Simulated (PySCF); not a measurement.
B(CCH)(Cl)2 (C₂HBCl₂), SMILES C#CB(Cl)Cl. Geometry optimised at PBE-D3(BJ)/def2-SVP.

Computed equilibrium geometry at PBE-D3(BJ)/def2-SVP (PySCF confirms it by a frequency run) as Cartesian coordinates in Å, and its point group:
point group C2v.
```xyz
6

B      0.0000     0.0000     0.0157
C      0.0000     0.0000     1.5307
C      0.0000     0.0000     2.7604
H      0.0000     0.0000     3.8430
Cl     0.0000     1.5186    -0.8726
Cl     0.0000    -1.5186    -0.8726
```
Charge 0, spin multiplicity 1.
